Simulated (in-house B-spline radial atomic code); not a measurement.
A calculation on Ba3+: its settings, and results tabulated from the run. All numbers are computed (scalar-relativistic (X2C) Hartree-Fock, spin-polarised, averaged over the determinants with the given up and down occupations; Fermi nucleus of rms radius 4.8378 fm) with an all-electron radial atomic-structure program (B-spline basis), not measured.

Command:
```bash
python run_scf.py task.json out
```
Settings (nuclear radius in fm, mass in u):
```
Z                56
configuration    [Kr] 4d10 5s2 5p5
hamiltonian      x2c
method           hf
spin_polarised   True
nucleus          fermi
rms_radius       4.8378
atomic_mass      137.90525
speed_of_light   137.035999084
```

Output (hartree, bohr):
```
 radial grid: 73 intervals, B-splines of order 8, outer radius 39.1892 bohr

 iter        energy (Eh)    residual
    1       -8121.178181    5.30e-01
    2       -8127.965437    2.86e-01
    3       -8129.720485    7.77e-02
    4       -8129.855411    2.27e-02
    5       -8129.866213    9.50e-03
    6       -8129.868293    6.76e-04
    7       -8129.868304    2.59e-04
    8       -8129.868306    3.54e-05
    9       -8129.868306    6.20e-06
   10       -8129.868306    7.03e-07
   11       -8129.868306    3.05e-08

 total energy                     -8129.86831
 kinetic                            8682.3875
 electron-nucleus                 -19731.0562
 electron-electron                  2918.8004

 orbital      occ     eigenvalue          <r>       <r^2>       <1/r>       r_max
 1s up      1.000     -1383.5577    0.0249331 0.000853774     64.1096     0.01567
 1s down    1.000     -1383.5531     0.024933  0.00085377     64.1097     0.01567
 2s up      1.000      -223.3813      0.10904   0.0140937     14.6735     0.09265
 2s down    1.000      -223.3790     0.109039   0.0140934     14.6736     0.09265
 2p up      3.000      -200.3345    0.0958869   0.0112416     13.3534      0.0743
 2p down    3.000      -200.3299    0.0958884    0.011242     13.3532      0.0743
 3s up      1.000       -49.5646     0.290305   0.0964359     5.22749      0.2657
 3s down    1.000       -49.5596     0.290304   0.0964337     5.22731      0.2657
 3p up      3.000       -41.9797     0.288436   0.0965388     4.83747      0.2601
 3p down    3.000       -41.9726     0.288461   0.0965542     4.83692      0.2601
 3d up      5.000       -30.8808     0.265713   0.0832394     4.54499       0.215
 3d down    5.000       -30.8776     0.265706   0.0832345     4.54507       0.215
 4s up      1.000       -11.1826     0.673397    0.510957     2.10656      0.6245
 4s down    1.000       -11.1698     0.673594    0.511175     2.10534      0.6247
 4p up      3.000        -8.6276     0.714078    0.578952     1.91911      0.6527
 4p down    3.000        -8.6128     0.715124    0.580745     1.91588      0.6533
 4d up      5.000        -4.7790     0.799951    0.741458     1.64528       0.696
 4d down    5.000        -4.7696     0.798044    0.737175      1.6481      0.6959
 5s up      1.000        -2.4975       1.6257     2.95399    0.806335       1.472
 5s down    1.000        -2.3782      1.62502     2.95541    0.808634       1.468
 5p up      3.000        -1.7699      1.83903     3.79476    0.701454       1.643
 5p down    2.000        -1.7141      1.84905     3.84333    0.699782       1.646
```

Cost of the run: 0.71 s on 1 thread of Intel(R) Xeon(R) Platinum 8259CL CPU @ 2.50GHz, on a shared host.

One-electron X2C: radii and densities carry no picture-change correction, so inner-shell <1/r> comes out high (for 1s by about 2 % at Z = 33, 5 % at 54, 10 % at 75, 30 % at 118) and <r> low.
